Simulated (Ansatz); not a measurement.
Calculated with Ansatz (gas phase, PBE0-D4/def2-TZVP geometries, no zero-point term in ΔE). CCSD(T)/CBS adds triple-zeta CCSD(T) − MP2 to the extrapolated MP2 energy (def2 sets, frozen cores). def2 core potentials past Kr. For Sn outer-core shells are correlated without core-valence functions, which leaves a few kJ/mol of doubt a bond. One conformer a species, not always the lowest.

`FC[CH](F)[SnH3]` + `[CH3][AlH][SiH3]` → `[CH3][AlH][SiH2][SnH3]` + `FCCF`  (formal exchange of groups at the Sn–C bond)

```csv
species,CCSD(T)/CBS(def2) energy (Eh)
`FC[CH](F)[SnH3]`,-493.27581
`[CH3][AlH][SiH3]`,-573.34067
`[CH3][AlH][SiH2][SnH3]`,-788.56625
`FCCF`,-278.07852
```

Question: Work out ΔE.

Answer: ΔE = (-788.56625) + (-278.07852) − (-493.27581) − (-573.34067) = -0.02829 Eh = -0.77 eV.

Largest T1 diagnostic among the species: 0.013.

In def2-TZVPP, CCSD(T) changes the Hartree–Fock value by +0.09 eV (the triples alone add +0.01 eV) and MP2 by +0.07 eV. From PBE to PBE0 (25 % exact exchange), in def2-TZVPP and without D4, ΔE moves by −0.05 eV.
